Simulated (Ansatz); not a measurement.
Relaxation of AlFH$_{4}$O$_{2}$S (9 atoms, charge 0, multiplicity 1), to a largest force component of 0.03 eV/Å in at most 50 steps.

Theory: Ansatz 0.2.0, RKS CAM-B3LYP-D4/6-31G*.

```xyz
9
Properties=species:S:1:pos:R:3:forces:R:3
Al -0.036 0.570 -0.223 0.00 0.44 0.71
F -0.230 -0.275 2.519 0.04 -0.29 -0.45
O 1.515 -0.017 -0.577 0.01 -0.03 -0.02
H 1.695 -0.831 -1.056 0.01 0.00 0.00
O -1.535 -0.009 -0.754 -0.01 -0.02 0.01
H -1.743 -0.933 -0.922 -0.01 0.00 -0.01
S -0.044 2.527 0.865 -0.03 -0.57 -0.25
H 1.300 2.611 0.871 -0.01 -0.01 0.01
H -0.294 0.650 2.643 0.00 0.47 0.00
```

Where does it end, and by what steps?

The forces met the threshold. After 19 steps the energy has fallen by 0.519 eV; F2 moved furthest, 0.55 Å. Joined: Al1–F2 (2.88 → 1.92 Å).

```tsv
step	energy less start (eV)	largest force component (eV/Å)	accepted
0	0.0000	0.706	yes
1	-0.1502	0.602	yes
2	-0.3351	0.662	yes
3	-0.4423	0.806	yes
4	-0.4720	0.234	yes
5	-0.4792	0.274	yes
6	-0.4980	0.081	yes
7	-0.5019	0.322	yes
8	-0.5040	0.267	yes
9	-0.5088	0.044	yes
10	-0.5104	0.185	yes
11	-0.5115	0.173	yes
12	-0.5123	0.153	yes
13	-0.5142	0.072	yes
14	-0.5090	0.532	no
15	-0.5169	0.078	yes
16	-0.5172	0.065	yes
17	-0.5174	0.131	yes
18	-0.5179	0.233	yes
19	-0.5188	0.024	yes
```

```xyz
9
Properties=species:S:1:pos:R:3
Al -0.067 0.318 0.134
F -0.210 -0.110 1.999
O 1.445 -0.371 -0.249
H 1.759 -0.445 -1.156
O -1.551 -0.035 -0.620
H -1.799 -0.935 -0.855
S -0.045 2.449 0.936
H 1.297 2.530 1.010
H -0.200 0.893 2.168
```

Whether the end is a true minimum wasn't checked by a vibrational analysis.

Time of the run: 35 s on 4 threads of Arm Neoverse V1, on a shared host, peak memory 0.23 GiB.
